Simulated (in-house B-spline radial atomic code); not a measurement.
Neutral cadmium is squeezed into an impenetrable sphere of radius R (the orbitals vanish at R). No spin polarisation. Level of theory: non-relativistic LDA VWN5, spherical fractional occupations, point nucleus; calculated with an all-electron radial atomic-structure program (B-spline basis).

Energies in eV above the free atom in [Kr] 4d10 5s2:

```
R (bohr)  highest level (eV)  [Kr] 4d10 5s2  [Ar] 3d9 4s2 4p6 4d10 5s2 5f1  [Kr] 4d10 5s1 5d1  -dE/dV in [Kr] 4d10 5s2 (GPa)
    7.63               -5.36         0.1114                          433.5              10.12                          0.198
    6.97               -5.18         0.2454                          436.6              11.08                          0.519
    4.97                  -3          2.744                          453.7              18.96                             12
    3.99                1.48          9.948                          474.2              32.58                           75.1
    3.83                2.86          12.47                          479.8              36.65                            105
    3.01                17.5          44.62                          534.9              80.58                            722
    2.49                43.7          115.8                          633.4              164.2                           3190
    2.26                66.3          186.3                          722.4              241.7                           6750
    1.75                 182          626.1                           1234              698.1                          46200
     1.4                 400           1686                           2404               1761                         226000
```

(1) Does [Ar] 3d9 4s2 4p6 4d10 5s2 5f1 fall below [Kr] 4d10 5s2 under compression?

(2) Does [Kr] 4d10 5s1 5d1 fall below [Kr] 4d10 5s2 under compression?

The highest level is first positive in the row R = 3.99 bohr, pushed up by confinement above the zero of the free ion's potential. Each configuration is held fixed and needn't be the lowest in the sphere.

## Answers

(1) No, it stays above over the whole range.

(2) No, it stays above over the whole range.
